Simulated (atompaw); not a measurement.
# Reading a pseudo-wave (erbium (Er))

Columns: radius, all-electron u(r) and pseudo u(r) of the 5p shell (level -26.82 eV) of erbium in the configuration [Kr] 4d10 4f12 5s2 5p6 5d0 6s1.75 6p0.25; PBEsol, scalar-relativistic, PAW (atompaw) scheme, atompaw 4.2.0.5.

```tsv
r (bohr)	all-electron	pseudo
0.115	0.1796	0.0143
0.231	0.1246	0.0565
0.346	-0.3652	0.1228
0.462	-0.4511	0.2092
0.577	-0.2090	0.3080
0.692	0.1340	0.4126
0.808	0.4494	0.5167
0.923	0.6835	0.6114
1.038	0.8344	0.6915
1.154	0.9145	0.7531
1.269	0.9390	0.7921
1.385	0.9241	0.8081
1.500	0.8831	0.8017
1.615	0.8261	0.7755
1.731	0.7598	0.7328
1.846	0.6907	0.6788
1.962	0.6211	0.6175
2.077	0.5548	0.5544
2.192	0.4924	0.4927
2.308	0.4344	0.4344
2.423	0.3820	0.3820
2.538	0.3348	0.3348
2.654	0.2922	0.2922
2.769	0.2548	0.2548
2.885	0.2215	0.2215
3.000	0.1925	0.1925
```

**Question.** How many radial nodes do the two functions have?

**Answer.** The all-electron 5p function has n − l − 1 = 3 (the table is too coarse to show those close to the nucleus); the pseudo-wave has 0, since the states of the same l below it are removed with the core.

**Question.** At about which radius was the pseudo-wave matched?

**Answer.** 2.40 bohr. The columns agree to 0.0005 from 2.08 bohr on; several derivatives are matched, so the curves merge somewhat inside the radius.

**Question.** Is the pseudo-wave norm-conserving?

**Answer.** No, it belongs to a PAW set: the norm inside the radius is not constrained, and the difference is carried by the augmentation charge.
